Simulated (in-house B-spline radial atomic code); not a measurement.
A fraction x of an electron is removed from 4d in Sb4+, starting from [Kr] 4d10 5s1 and keeping the highest spin. Level of theory: non-relativistic M06-L, spin-polarised, spherical fractional occupations, point nucleus; calculated with a B-spline radial code for spherical atoms.

```json
{"x": "0", "E(x) - E(0) (eV)": "0.0000", "4d down level (eV)": "-77.687"}
{"x": "0.16", "E(x) - E(0) (eV)": "12.6700", "4d down level (eV)": "-80.692"}
{"x": "0.36", "E(x) - E(0) (eV)": "29.1867", "4d down level (eV)": "-84.482"}
{"x": "0.38", "E(x) - E(0) (eV)": "30.8802", "4d down level (eV)": "-84.864"}
{"x": "0.5", "E(x) - E(0) (eV)": "41.2014", "4d down level (eV)": "-87.158"}
{"x": "0.58", "E(x) - E(0) (eV)": "?", "4d down level (eV)": "?"}
{"x": "0.72", "E(x) - E(0) (eV)": "60.8420", "4d down level (eV)": "-91.400"}
{"x": "0.82", "E(x) - E(0) (eV)": "70.0790", "4d down level (eV)": "-93.342"}
{"x": "0.99", "E(x) - E(0) (eV)": "?", "4d down level (eV)": "?"}
{"x": "1", "E(x) - E(0) (eV)": "87.1969", "4d down level (eV)": "-96.861"}
```

What belongs in the row x = 0.58?

An energy change of 48.2355 eV; 4d down at -88.696 eV.

What belongs in the row x = 0.99?

An energy change of 86.2292 eV; 4d down at -96.664 eV.

Check Janak's theorem between x = 0.16 and 0.36.

The slope of the energy is 82.58 eV; the orbital levels give 82.59 eV (-ε of the emptying orbital, averaged over the two points).
